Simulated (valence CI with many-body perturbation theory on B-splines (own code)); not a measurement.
Values are calculated unless marked as measured or tabulated.
Sm²²⁺: magnetic and hyperfine properties of the levels

Level of theory: valence CI with perturbative core correlation (CI+MBPT): four valence electrons over a frozen Dirac-Fock core [Kr], radial functions for each j: 9 s, 9 p, 10 d, 8 f, 5 g, 3 h, 1 i, with the one-electron correlation potential Σ1, the two-electron term Σ2, the three-electron term Σ3, Breit, model QED; selected CI, second order for the rest (own B-spline code, finite nucleus).

No measured spectrum was set against this ion. As an estimate, terms of the open shell hold to 2 to 4 % of their energy, and close levels can change places. Only levels of the ground parity were solved; by the run's estimate the other parity begins above the list, which can be wrong where configurations are misplaced.

A/g_I is the dipole constant over the nuclear g factor μ/I (μ in nuclear magnetons, uniformly magnetised nucleus), B/Q the quadrupole constant per barn. Both hold the static response of the core; the bare values leave it out. Large factors of s and p1/2 electrons are usually good to 5 to 10 %; those of open d and f shells near neutrality can be off by tens of per cent, and small factors of p3/2, d and f electrons come from cancelling terms and can be off by a factor of two or in sign, in half-filled shells by more. B is blank for J = 1/2, where it vanishes, and for nearly pure S terms. Energies count from the lowest level. Levels with J = 0 are left out.

Levels are named by their leading jj configuration (3d3/2^4 stands for four electrons in 3d with j = 3/2), which in mixed levels can hold well under half, so a name can repeat and another be missing. Letters in brackets count levels of one name in rising energy.

| Level | E (cm⁻¹) | g | A/g_I (MHz) | A/g_I bare | B/Q (MHz/b) | B/Q bare |
| --- | --- | --- | --- | --- | --- | --- |
| (4d3/2^3 4d5/2) J=1 | 31315 | 1.498 | -805 | -181 | 2600 | 2470 |
| (4d3/2^3 4d5/2) J=2 | 50478 | 1.408 | 2250 | 2720 | 3070 | 2920 |
| (4d3/2^3 4d5/2) J=4 | 59725 | 1.175 | 5950 | 6060 | -1690 | -1650 |
| (4d3/2^3 4d5/2) J=3 | 60657 | 1.335 | 4150 | 4500 | 527 | 485 |
| (4d3/2^2 4d5/2^2) J=4 [a] | 91133 | 1.132 | 5280 | 5340 | -1800 | -1740 |
| (4d3/2^2 4d5/2^2) J=3 [a] | 98495 | 0.992 | 5840 | 5690 | 1520 | 1450 |
| (4d3/2^2 4d5/2^2) J=2 [a] | 99464 | 0.981 | 4730 | 4580 | 4710 | 4500 |
| (4d3/2^2 4d5/2^2) J=5 | 106970 | 1.079 | 6000 | 5980 | 5830 | 5550 |
| (4d3/2^2 4d5/2^2) J=1 | 111130 | 1.251 | 5560 | 5780 | -33.7 | -48.2 |
| (4d3/2^2 4d5/2^2) J=6 | 114220 | 1.098 | 6240 | 6240 | 6540 | 6220 |
| (4d3/2^2 4d5/2^2) J=4 [b] | 122760 | 1.029 | 6900 | 6800 | -2910 | -2760 |
| (4d3/2^2 4d5/2^2) J=2 [b] | 125280 | 1.145 | 5510 | 5580 | 1470 | 1390 |
| (4d3/2^2 4d5/2^2) J=3 [b] | 125980 | 1.157 | 6170 | 6260 | 2510 | 2390 |
| (4d3/2 4d5/2^3) J=4 [a] | 141130 | 1.194 | 4340 | 4490 | 1690 | 1610 |
| (4d3/2^2 4d5/2^2) J=2 [c] | 150490 | 1.055 | 7980 | 7900 | 219 | 196 |
| (4d3/2 4d5/2^3) J=3 [a] | 152200 | 1.108 | 4140 | 4170 | 629 | 614 |
| (4d3/2 4d5/2^3) J=5 | 161630 | 1.150 | 5100 | 5180 | -3870 | -3700 |
| (4d3/2 4d5/2^3) J=1 [a] | 163150 | 0.781 | 7630 | 7170 | 2510 | 2390 |
| (4d3/2 4d5/2^3) J=6 | 165720 | 1.065 | 6010 | 5960 | 8170 | 7820 |
| (4d3/2^2 4d5/2^2) J=4 [c] | 168860 | 1.116 | 4900 | 4940 | 5700 | 5430 |
| (4d3/2^2 4d5/2^2) J=2 [d] | 175490 | 1.343 | 4070 | 4430 | -1180 | -1110 |
| (4d3/2 4d5/2^3) J=3 [b] | 186460 | 1.082 | 5750 | 5740 | 4090 | 3920 |
| (4d3/2 4d5/2^3) J=2 | 187460 | 0.990 | 6960 | 6800 | 4970 | 4730 |
| (4d3/2 4d5/2^3) J=3 [c] | 214560 | 1.065 | 6400 | 6350 | 8510 | 8090 |
| (4d3/2 4d5/2^3) J=1 [b] | 215710 | 1.464 | 648 | 1210 | -3480 | -3310 |
| (4d5/2^4) J=4 | 217520 | 1.055 | 5650 | 5590 | 3080 | 2950 |
| (4d5/2^4) J=2 [a] | 220780 | 1.059 | 6210 | 6160 | -881 | -836 |
| (4d3/2 4d5/2^3) J=4 [b] | 226880 | 1.136 | 5260 | 5330 | -2240 | -2120 |
| (4d5/2^4) J=2 [b] | 261740 | 1.003 | 5530 | 5410 | -4420 | -4210 |

Q: Take the isotope of mass number 147, with I = 7/2, μ = -0.809 μN and Q = -0.26 b. What is the hyperfine structure of (4d3/2^3 4d5/2) J=3?

A: From the table A = -958 MHz, B = -137 MHz. Shifts from the centre of gravity in MHz: F = 1/2: 12900, F = 3/2: 11400, F = 5/2: 9090, F = 7/2: 5770, F = 9/2: 1480, F = 11/2: -3800, F = 13/2: -10100.
